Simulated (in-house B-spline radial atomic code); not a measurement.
Radial electron density of Ni⁺, [Ar] 3d9. Level of theory: scalar-relativistic (X2C) revTPSS, spin-polarised, spherical fractional occupations, Fermi nucleus of rms radius 3.7757 fm; calculated with a radial B-spline atomic code at the basis-set limit.

One-electron X2C: radii and densities carry no picture-change correction, so inner-shell <1/r> comes out high (for 1s by about 2 % at Z = 33, 5 % at 54, 10 % at 75, 30 % at 118) and <r> low.

Columns: r (bohr), 4πr²n(r) (electrons per bohr), bar.

```
 0.00213    1.011 #
 0.00256    1.393 ##
 0.00308    1.914 ##
 0.00369    2.597 ###
 0.00443    3.514 ####
 0.00532    4.722 #####
 0.00638    6.272 #######
 0.00766    8.255 #########
 0.00919    10.71 ############
   0.011    13.63 ################
  0.0132    17.07 ####################
  0.0159    20.98 ########################
  0.0191    24.98 #############################
  0.0229    28.73 #################################
  0.0275    31.82 ####################################
   0.033    33.68 #######################################
  0.0396    33.95 #######################################
  0.0475    32.58 #####################################
   0.057    30.11 ##################################
  0.0684    27.64 ################################
  0.0821    26.62 ##############################
  0.0985    28.07 ################################
   0.118    31.81 ####################################
   0.142    36.24 ##########################################
    0.17    38.41 ############################################
   0.204    36.29 ##########################################
   0.245    29.91 ##################################
   0.294    22.18 #########################
   0.353    16.94 ###################
   0.424    16.26 ###################
   0.509    18.64 #####################
   0.611    20.56 ########################
   0.733    19.47 ######################
    0.88    15.52 ##################
    1.06    10.53 ############
    1.27    6.415 #######
    1.52    3.627 ####
    1.83    1.919 ##
    2.19   0.9931 #
    2.63    0.472 #
    3.16   0.1993 
    3.79  0.07238
```

On this grid the curve has 3 maxima, near 0.0396, 0.17, 0.611 bohr.

The 3p up radial function P(r) = rR(r), positive near the nucleus:

```csv
r (bohr),P
0.00213,0.001354
0.00308,0.002662
0.00443,0.005195
0.00638,0.01014
0.00919,0.01969
0.0132,0.03755
0.0191,0.07106
0.0275,0.1291
0.0396,0.2234
0.057,0.3595
0.0821,0.5192
0.118,0.6308
0.17,0.5598
0.245,0.1712
0.353,-0.4909
0.509,-1.082
0.733,-1.184
1.06,-0.8027
1.52,-0.3503
2.19,-0.08818
3.16,-0.01064
```
